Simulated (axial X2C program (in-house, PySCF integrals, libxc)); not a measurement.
**BePb: properties at the nuclei**

Computed with an in-house all-electron X2C program for linear molecules (integrals from PySCF): two-component X2C with atomic mean-field Coulomb and Gaunt terms, Gaussian nuclei, basis Pb dyall-cv3z, Be dyall-cv3z with contracted cores.

R = 2.533 Å (near the PBE0 minimum at charge 0 of the determinant lowest at the starting distance; the state shown can have its own minimum elsewhere).

Input and command:
```json
{"zs": [82, 4], "q": 0, "bas": ["dyall-cv3z", "dyall-cv3z"], "r0": 2.46, "levels": ["PBE0", "HF", "B3LYP", "BP86", "LDA"], "nst": 3}
```
```bash
python soeom.py task.json out
```

Keys: zs atomic numbers; q charge; bas basis sets; r0 starting distance in Å; levels methods; nst determinants followed.

Determinant lowest in the PBE0 search, Ω = 0 (closed shell), highest spinor 63% Pb p, 22% Be p, 12% Be s:

```csv
level,qzz Pb (a.u.),qzz Be (a.u.),μ (D)
PBE0,-0.92,-0.02,-0.26
HF,-0.25,-0.01,-0.17
B3LYP,-1.00,-0.02,-0.20
BP86,-1.08,-0.02,-0.24
LDA,-1.15,-0.02,-0.04
```

qzz is the electric field gradient, eQq0 = 234.96 MHz × Q/barn × qzz; μ is positive if the Be end (last atom) is positive. The operators were transformed with the bare-nucleus X2C matrices; with these basis sets, hyperfine constants and field gradients can be off by tens of per cent, and where levels differ in sign neither size nor sign is settled.

Each state is one determinant with collinear spin. At HF a later determinant lies lower. States lie within half an eV, so the first need not be the ground state. Further determinants of the search, some of them spin-mixed, are not shown. Where a field gradient or hyperfine factor spreads by more than a factor of two over the levels, a constant derived from it is not to be relied on.
